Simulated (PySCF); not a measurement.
Numbering as in the mapped SMILES `[CH3:1][C:2]#[C:3][CH2:4][N:5]([CH3:6])[SiH3:7]`; H(Xn) means a hydrogen on atom n.

[PySCF 2.14: PBE0-D3(BJ)/def2-SVP geometry; shieldings: GIAO KT3/pcSseg-1; non-relativistic Hamiltonian; one conformer; isolated molecule; averaged over atoms made equivalent by symmetry, fast rotation or ring inversion]

Referencing at the same level of theory: TMS for ¹³C (182.31 ppm), ¹H (31.32 ppm), ²⁹Si (365.51 ppm); NH3 for ¹⁵N (262.01 ppm).

```csv
atoms,nucleus,count,δ (ppm)
H(C4),¹H,2,?
H(C6),¹H,3,2.60
C4,¹³C,1,?
C1,¹³C,1,6.3
C6,¹³C,1,?
H(Si7),¹H,3,4.50
C3,¹³C,1,73.4
Si7,²⁹Si,1,-45.5
C2,¹³C,1,75.5
H(C1),¹H,3,1.98
N5,¹⁵N,1,29.1
```

Q: Fill in the missing shifts.

A: 
- C4: 46.2 ppm, propargylic sp3 CH2 bonded to N; deshielded by the electronegative neighbour
- C6: 38.5 ppm, methyl carbon bonded to N; deshielded by the electronegative neighbour
- H(C4): 3.66 ppm, hydrogen on a propargylic sp3 CH2 bonded to N; its carbon carries N, an electronegative neighbour

Shifts are as computed, not scaled to solution data. Of 1313 compounds with measured shifts, 239 miss one by over three times the rms of a fit or turn the order of signals round; such compounds aren't used in these exercises. Experimental scales use liquid or dissolved standards, which lie at an offset from isolated NH3 (liquid NH3: subtract about 20 ppm).
